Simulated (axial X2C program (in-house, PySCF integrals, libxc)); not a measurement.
Curves of IErI⁺ from open-shell CI on f11 s0

Computed with an axial X2C code built on PySCF integrals: two-component X2C with atomic mean-field Coulomb and Gaunt terms, basis I dyall-v3z, Er dyall-v3z (cores contracted in-house). Orbitals come from Hartree–Fock averaged over the configuration Er f11 s0; CI then distributes these electrons over the f, s shells of Er.

Scan along the symmetric stretch (R is each bond); masses I 126.904 u, Er 165.930 u, I 126.904 u. Energies in cm⁻¹ from the lowest point; levels are followed by energy order within each Ω. Lowest level at 2.792 Å: 100% f11.

| R (Å) | (1)Ω=1/2 | (1)Ω=3/2 | (1)Ω=5/2 | (1)Ω=7/2 | (1)Ω=9/2 | (1)Ω=11/2 | (1)Ω=13/2 |
| --- | --- | --- | --- | --- | --- | --- | --- |
| 2.597 | 4539 | 4562 | 4607 | 4672 | 4759 | 4879 | 5054 |
| 2.694 | 1020 | 1047 | 1099 | 1171 | 1264 | 1387 | 1566 |
| 2.792 | 0 | 29 | 84 | 160 | 256 | 380 | 560 |
| 2.904 | 1093 | 1123 | 1178 | 1256 | 1352 | 1476 | 1654 |
| 3.015 | 3840 | 3870 | 3924 | 4000 | 4096 | 4218 | 4391 |
| 3.141 | 8276 | 8304 | 8357 | 8430 | 8523 | 8641 | 8806 |
| 3.295 | 14814 | 14840 | 14889 | 14958 | 15046 | 15157 | 15312 |

(1) Fit the curves (1)Ω=1/2, (1)Ω=3/2, (1)Ω=5/2, (1)Ω=7/2, (1)Ω=9/2, (1)Ω=11/2, (1)Ω=13/2 near their minima.

The 7 lowest curves are shown; the next is (1)Ω=15/2, from 853 cm⁻¹.

Dynamic correlation is missing, so gaps between terms are too wide and other configurations may lie lower; the lowest level listed is that of this model, not necessarily the ground state. At most 4 roots were kept for each Ω > 0 (twice that for Ω = 0) within 2.2 eV of the lowest, so higher up levels can be missing between those listed; levels with Ω > 0 are doubly degenerate and listed once, Ω = 0 levels singly. States that fill the shells left empty in the average are placed too high. The molecule was held linear; bending was not examined.

## Answers

(1) From the open-shell CI curves, Te from the lowest:

```csv
level,Te (cm⁻¹),Re (Å),ωe (cm⁻¹)
(1)Ω=1/2,0,2.791,160.5
(1)Ω=3/2,29,2.791,160.5
(1)Ω=5/2,84,2.791,160.4
(1)Ω=7/2,160,2.791,160.3
(1)Ω=9/2,256,2.791,160.2
(1)Ω=11/2,380,2.791,160.2
(1)Ω=13/2,560,2.791,160.0
```

Without dynamic correlation distances can be off by several hundredths of an Å (long for ionic bonds, short for multiple bonds) and the wavenumbers are rough.
